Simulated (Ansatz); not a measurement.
A structure relaxed at PBE0-D4/def2-TZVP, charge 0, multiplicity 1:

```xyz
9

Si    0.578    0.998    1.180
O     0.310   -0.571    0.829
In   -0.424   -1.531   -0.725
S    -1.138   -0.312   -2.611
Br   -0.507   -3.954   -0.499
H    -0.201    1.403    2.380
H     2.024    1.235    1.433
H     0.161    1.878    0.042
H    -0.803    0.855   -2.028
```

(1) Give its formula and SMILES.

(2) Point group (tolerance 0.08 Å, 0.16 Å for H)?

(3) Summarise the bond lengths by kind.

## Answers

(1) BrH4InOSSi, `[SiH3][O][In]([SH])[Br]`.

(2) Cs.

(3) 1 × O–Si 1.630 Å; 3 × H–Si 1.487 to 1.497 Å; 1 × In–O 1.969 Å; 1 × In–S 2.357 Å; 1 × Br–In 2.435 Å; 1 × H–S 1.346 Å.

Results of the Gaussian-basis code of Ansatz.
